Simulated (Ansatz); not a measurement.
C4H10FIn (`C[CH2][In]([F])[CH2]C`), relaxed with RKS PBE0-D4/def2-TZVP in the Gaussian-basis code of Ansatz from a GFN2-xTB geometry. The force threshold is 0.005 eV/Å; the program also tests the step.

The species carries charge 0 and has multiplicity 1. In: def2 effective core potential.

Start:

```xyz
16

C     1.976   -2.266    0.270
C     2.003   -0.891    0.909
In    0.294    0.428    0.121
F     1.077    1.549   -1.346
C    -1.935    0.964    0.258
C    -2.329    1.799   -0.939
H     2.041   -2.189   -0.817
H     2.824   -2.861    0.619
H     1.061   -2.803    0.525
H     1.919   -0.950    1.994
H     2.901   -0.339    0.636
H    -2.479    0.021    0.305
H    -2.066    1.503    1.196
H    -1.710    2.694   -1.003
H    -2.202    1.235   -1.864
H    -3.374    2.107   -0.865
```

```
         step  energy (eV)  largest force (eV/Å)  largest move (Å)
            1  -12197.6625                 1.114             0.000
            2  -12197.8374                 0.377             0.192
            3  -12197.8772                 0.090             0.076
            4  -12197.8791                 0.033             0.029
            5  -12197.8794                 0.022             0.008
            6  -12197.8798                 0.017             0.025
            7  -12197.8800                 0.013             0.019
            8  -12197.8802                 0.016             0.033
            9  -12197.8804                 0.035             0.039
           10  -12197.8808                 0.051             0.034
           11  -12197.8808                 0.096             0.065
           14  -12197.8854                 0.039             0.105
           17  -12197.8943                 0.092             0.181
           20  -12197.9025                 0.098             0.155
           23  -12197.9062                 0.033             0.008
           26  -12197.9068                 0.016             0.042
           29  -12197.9070                 0.006             0.011
           32  -12197.9070                 0.008             0.030
35 (rejected)  -12197.9020                 0.251             0.195
           38  -12197.9074                 0.024             0.050
           41  -12197.9075                 0.028             0.040
           44  -12197.9077                 0.026             0.021
           47  -12197.9078                 0.005             0.013
```

End:

```xyz
16

C     2.287   -1.973    0.040
C     1.545   -1.140    1.076
In    0.103    0.183    0.189
F     0.750    0.524   -1.660
C    -1.700    1.332    0.402
C    -2.349    1.658   -0.936
H     2.737   -1.348   -0.733
H     3.084   -2.562    0.505
H     1.621   -2.675   -0.469
H     1.042   -1.766    1.818
H     2.236   -0.498    1.632
H    -2.382    0.795    1.066
H    -1.412    2.246    0.933
H    -1.648    2.145   -1.616
H    -2.706    0.759   -1.442
H    -3.209    2.322   -0.805
```

Run time 100 s (2 threads of an AMD EPYC 7R13 on a shared host and a share of an NVIDIA H100 80 GB); peak host memory 0.93 GiB.
